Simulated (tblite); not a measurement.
Species: C₆H₁₁NOSi₂.
Numbering: `[CH3:1][O:2][SiH2:3][SiH2:4][c:5]1[cH:6][cH:7][n:8][cH:9][cH:10]1` (hydrogens: H11, H12, H13 on C1; H14, H15 on Si3; H16, H17 on Si4; H18 on C6; H19 on C7; H20 on C9; H21 on C10)

Structure optimised with GFN2-xTB, isolated species.

(1) Give the optimised bond lengths and angles.

Answers

(1) 
```json
{"bond": "C1–O2", "length (Å)": "1.394", "order": "single"}
{"bond": "O2–Si3", "length (Å)": "1.625", "order": "single"}
{"bond": "Si3–Si4", "length (Å)": "2.299", "order": "single"}
{"bond": "Si4–C5", "length (Å)": "1.894", "order": "single"}
{"bond": "C5–C6, C5–C10", "length (Å)": "1.393", "order": "aromatic"}
{"bond": "C6–C7, C9–C10", "length (Å)": "1.385", "order": "aromatic"}
{"bond": "C7–N8, N8–C9", "length (Å)": "1.323", "order": "aromatic"}
{"bond": "C1–H11, C1–H12, C1–H13", "length (Å)": "1.092", "order": "single"}
{"bond": "Si3–H14, Si3–H15", "length (Å)": "1.473", "order": "single"}
{"bond": "Si4–H16, Si4–H17", "length (Å)": "1.471", "order": "single"}
{"bond": "C6–H18, C10–H21", "length (Å)": "1.080", "order": "single"}
{"bond": "C7–H19, C9–H20", "length (Å)": "1.083", "order": "single"}
```

Bonds in one row agree within 0.01 Å and their mean is given. Orders are formal, as drawn. A selection of angles:
```json
{"angle": "O2–C1–H11", "degrees": "110.7"}
{"angle": "O2–C1–H13", "degrees": "108.2"}
{"angle": "H11–C1–H12", "degrees": "108.6"}
{"angle": "C1–O2–Si3", "degrees": "128.4"}
{"angle": "O2–Si3–Si4", "degrees": "100.2"}
{"angle": "O2–Si3–H14", "degrees": "110.0"}
{"angle": "Si4–Si3–H14", "degrees": "117.0"}
{"angle": "Si4–Si3–H15", "degrees": "115.4"}
{"angle": "H14–Si3–H15", "degrees": "104.1"}
{"angle": "Si3–Si4–C5", "degrees": "111.2"}
{"angle": "Si3–Si4–H16", "degrees": "116.2"}
{"angle": "Si3–Si4–H17", "degrees": "109.9"}
{"angle": "C5–Si4–H16", "degrees": "105.8"}
{"angle": "H16–Si4–H17", "degrees": "106.6"}
{"angle": "Si4–C5–C6", "degrees": "122.4"}
{"angle": "C6–C5–C10", "degrees": "116.6"}
{"angle": "C5–C6–C7", "degrees": "119.5"}
{"angle": "C5–C6–H18", "degrees": "120.2"}
{"angle": "C7–C6–H18", "degrees": "120.3"}
{"angle": "C6–C7–N8", "degrees": "123.4"}
{"angle": "C6–C7–H19", "degrees": "121.1"}
{"angle": "N8–C7–H19", "degrees": "115.5"}
{"angle": "C7–N8–C9", "degrees": "117.6"}
```

Torsions: C1–O2–Si3–Si4 179° (antiperiplanar); O2–Si3–Si4–C5 65° (synclinal); Si3–Si4–C5–C6 101° (anticlinal). The mirror-image conformer, all signs reversed, is as good.

O2 (silyl ether oxygen) is bent (angle 128.4°). Si4 (SiH2 silicon) is distorted tetrahedral (angles from 105.8° to 116.2°). The 6-membered ring C5–C6–C7–N8–C9–C10 has internal angles of 116.6° to 123.4° (sum 720°, against 720° for a flat polygon); it is planar, 0.00 Å rms from its mean plane, widest ring torsion 0°. Si3 (oxygen-bound silicon) is distorted tetrahedral (angles from 100.2° to 117.0°).

Point group: C1 (no symmetry element, even within 0.4 Å). Its lowest GFN2-xTB frequency is 6i cm⁻¹, too small to tell a flat minimum from a shallow saddle. The numbers are those of one conformer.

Time: 1.0 s of wall time. Hardware: an Arm Neoverse V1 with one thread, shared host with 32 logical CPUs at a one-minute load of 8.9. These figures are those of the optimisation.

All values are computed, not measured.
